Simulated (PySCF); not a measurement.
System: disilylmethane, CH8Si2 (charge 0, singlet). SMILES: [SiH3]C[SiH3]
Geometry from a B3LYP-D3(BJ)/def2-TZVP (Ansatz) optimisation:
```xyz
11

Si     1.4283     0.7034     0.0268
C      0.2217    -0.7262    -0.1266
Si    -1.5873    -0.2647     0.0686
H      2.8264     0.2399    -0.1468
H      1.1407     1.7279    -1.0056
H      1.3045     1.3351     1.3624
H      0.4742    -1.4799     0.6253
H      0.3593    -1.1975    -1.1045
H     -1.9776     0.7208    -0.9679
H     -1.8194     0.3398     1.4023
H     -2.4578    -1.4581    -0.0652
```
Charge 0, spin multiplicity 1.

Dispersion corrections to the total energy (kcal/mol) from the dftd3 and dftd4 libraries through PySCF: D3(BJ) without and D4 with the three-body term, each with the damping fitted for the functional named.

| functional | D3(BJ) | D4 |
|---|---|---|
| B2PLYP | -4.55 | -3.46 |
| B3LYP | -9.39 | ? |
| HSE06 | -3.67 | -3.92 |
| TPSS | -6.67 | -6.70 |
| HF | -40.65 | ? |
| B2GP-PLYP | -4.10 | -2.10 |
| BP86 | ? | -6.71 |

Q: Some entries are withheld; supply them.

A: 
- B3LYP, D4: -8.03
- HF, D4: -17.30
- BP86, D3(BJ): -8.80
